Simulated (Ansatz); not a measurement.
Consider the redistribution: `[F][GeH2][AlH2]` + `[SiH3]S[CH2][GeH3]` → `[F][GeH2][CH2][GeH3]` + `[AlH2][S][SiH3]`.

Program: Ansatz. Geometries: PBE0-D4/def2-TZVP. ΔE: electronic, gas phase. CCSD(T)/CBS adds triple-zeta CCSD(T) − MP2 to the extrapolated MP2 energy (def2 sets, frozen cores). DFT in def2-TZVPP. B3LYP here is the variant with VWN-RPA as its local correlation; programs differ in this. For Ge outer-core shells are correlated without core-valence functions, which leaves a few kJ/mol of doubt a bond. Scalar relativity is left out up to krypton. Each species was taken in one conformer, which may not be the lowest.

`[F][GeH2][AlH2]`:

```xyz
7

F    -0.360   -1.333   -1.779
Ge    0.528   -0.799   -0.359
Al   -0.668    1.161    0.613
H     0.603   -2.051    0.543
H     1.956   -0.521   -0.879
H    -0.064    1.837    1.916
H    -1.995    1.706   -0.056
```

`[SiH3]S[CH2][GeH3]`:

Cartesian coordinates in Å:
```
Si -1.073 2.196 -0.515
S -1.159 0.071 -0.510
C 0.472 -0.276 0.208
Ge 0.729 -2.219 0.368
H -2.356 2.678 -1.084
H -0.896 2.719 0.867
H 0.068 2.675 -1.340
H 1.261 0.132 -0.426
H 0.553 0.171 1.201
H 0.639 -2.861 -1.024
H 2.118 -2.484 0.974
H -0.356 -2.803 1.283
```

`[F][GeH2][CH2][GeH3]`:

Cartesian coordinates in Å:
```
F 1.523 -2.485 0.928
Ge 0.131 -1.563 0.411
C 0.737 0.246 0.088
Ge -0.674 1.474 -0.499
H -0.377 -2.260 -0.861
H -0.880 -1.658 1.565
H 1.519 0.218 -0.675
H 1.179 0.632 1.009
H -1.300 0.963 -1.808
H -1.772 1.558 0.575
H -0.086 2.874 -0.732
```

`[AlH2][S][SiH3]`:

Cartesian coordinates in Å:
```
Al -0.384 1.702 -0.621
S -1.478 -0.065 0.037
Si 0.194 -1.326 0.484
H 1.197 1.650 -0.616
H -1.236 2.952 -1.069
H -0.363 -2.615 0.963
H 1.046 -0.732 1.545
H 1.024 -1.566 -0.723
```

| level | ΔE (kJ/mol) | difference from CCSD(T)/CBS |
| --- | --- | --- |
| PBE-D4 | -148.6 | 19.5 |
| PBE0-D4 | -157.1 | 11.0 |
| B3LYP-D4 | -154.5 | 13.6 |
| ωB97M-V | -165.3 | 2.8 |
| HF/def2-TZVPP | -169.9 | -1.8 |
| SCS-MP2/def2-TZVPP | -173.0 | -4.9 |
| CCSD/def2-TZVPP | -169.3 | -1.2 |
| MP2/def2-QZVPP | -177.8 | -9.7 |
| HF/CBS(def2) | -169.0 | -0.9 |
| CCSD/CBS(def2) | -168.1 | 0.0 |
| CCSD(T)/CBS | -168.1 | 0 |

Largest T1 diagnostic among the species: 0.012.

From PBE to PBE0 (25 % exact exchange), in def2-TZVPP and without D4, ΔE moves by −8.6 kJ/mol.
